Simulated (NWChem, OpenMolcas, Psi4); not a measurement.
# BClF2 (chlorodifluoroborane): the HOMO–LUMO gap, rung by rung

BClF2 has 4 atoms, charge 0, and is taken as a singlet. As SMILES, `FB(F)Cl`. The shape is that of a PBE0-D4/def2-TZVP optimisation.

Quantity: the HOMO–LUMO gap, in eV. The values are calculated.

```json
{"level": "BLYP/aug-cc-pVDZ", "kind": "GGA", "program": "NWChem", "value (eV)": "7.00", "CPU time": "33 s"}
{"level": "PBE/aug-cc-pVDZ", "kind": "GGA", "program": "Psi4", "value (eV)": "7.03", "CPU time": "23 s"}
{"level": "M06-L/aug-cc-pVDZ", "kind": "meta-GGA", "program": "OpenMolcas", "value (eV)": "7.87", "CPU time": "33 s"}
{"level": "TPSS/aug-cc-pVDZ", "kind": "meta-GGA", "program": "NWChem", "value (eV)": "7.30", "CPU time": "37 s"}
{"level": "r2SCAN/aug-cc-pVDZ", "kind": "meta-GGA", "program": "OpenMolcas", "value (eV)": "7.89", "CPU time": "30 s"}
{"level": "B3LYP/aug-cc-pVDZ", "kind": "global hybrid", "program": "Psi4", "value (eV)": "9.06", "CPU time": "13 s"}
{"level": "BHLYP/aug-cc-pVDZ", "kind": "global hybrid", "program": "OpenMolcas", "value (eV)": "11.52", "CPU time": "25 s"}
{"level": "CAM-B3LYP/aug-cc-pVDZ", "kind": "range-separated hybrid", "program": "NWChem", "value (eV)": "11.69", "CPU time": "86 s"}
```

The values span 7.00 to 11.69 eV. Orbital gaps aren't excitation energies; they tend to grow with the share of exact exchange. CPU times are rough (shared hosts, several kinds of processor): they show what a rung costs within a factor of a few.
